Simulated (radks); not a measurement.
Question: Neutral nickel: order these configurations by energy. Calculated with a radial shooting solver on a logarithmic mesh with Libxc functionals: Dirac Kohn-Sham, BLYP, spin-unpolarised, spherical densities, finite nucleus; Fermi nuclear charge, rms radius of each element as measured or else 0.836 A^(1/3) + 0.57 fm. Sub-shells are occupied by j as written (lower j first in brackets). [Ar] 3d(3/2: 4, 5/2: 3) 4s2 4p(1/2: 1, 3/2: 0); [Ar] 3d(3/2: 4, 5/2: 4) 4s1 4p(1/2: 1, 3/2: 0); [Ar] 3d(3/2: 4, 5/2: 4) 4s2; [Ar] 3d(3/2: 4, 5/2: 5) 4p(1/2: 1, 3/2: 0); [Ar] 3d(3/2: 4, 5/2: 5) 4s1; [Ar] 3d10.

Answer: From the lowest, in eV above it: [Ar] 3d(3/2: 4, 5/2: 5) 4s1 0.000; [Ar] 3d10 1.041; [Ar] 3d(3/2: 4, 5/2: 4) 4s2 1.430; [Ar] 3d(3/2: 4, 5/2: 5) 4p(1/2: 1, 3/2: 0) 3.953; [Ar] 3d(3/2: 4, 5/2: 4) 4s1 4p(1/2: 1, 3/2: 0) 5.999; [Ar] 3d(3/2: 4, 5/2: 3) 4s2 4p(1/2: 1, 3/2: 0) 11.753.
